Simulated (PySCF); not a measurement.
**How good is the calculation?**

Bonds (- single, = double, # triple, : aromatic): C1-C2, C2-C3, C2-O4, O4-C5, C5-C6, C5-C7. C1 carries H8, H9, H10; C2 carries H11; C3 carries H12, H13, H14; C5 carries H15; C6 carries H16, H17, H18; C7 carries H19, H20, H21.

Measured values that the calculation should reproduce: δ 13C C2/C5 68.5; C1/C3/C6/C7 23.0 ppm (measured; solution, not stated per compound (mostly CDCl3 or CCl4); Pretsch, Buehlmann, Badertscher, Structure Determination of Organic Compounds, 4th ed. (2009)).

PySCF 2.14 calculation with structure optimised with PBE0-D3(BJ)/def2-SVP and GIAO KT3/pcSseg-1 shieldings; relativity neglected, averaged over atoms made equivalent by symmetry, fast rotation or ring inversion, one conformer, isolated molecule.

**Question.** How close does the calculation come?

**Answer.** 
Reference values: measured (solution, not stated per compound (mostly CDCl3 or CCl4); Pretsch, Buehlmann, Badertscher, Structure Determination of Organic Compounds, 4th ed. (2009)).
```
      atoms  quantity  reference  computed
      C2/C5     δ 13C       68.5      69.0
C1/C3/C6/C7     δ 13C       23.0      22.8
```

Computed shifts are σ(ref) − σ with the named reference compound (TMS for H and C) calculated as an isolated molecule at the same level.

**Question.** How far are the unscaled 13C shifts from the references?

**Answer.** Mean signed difference +0.15 ppm, mean absolute 0.35 ppm over 2 comparisons; the largest is +0.5 ppm at C2/C5 (sp3 CH bonded to O).

2 of the 6 published NMR values on file for this molecule are compared.
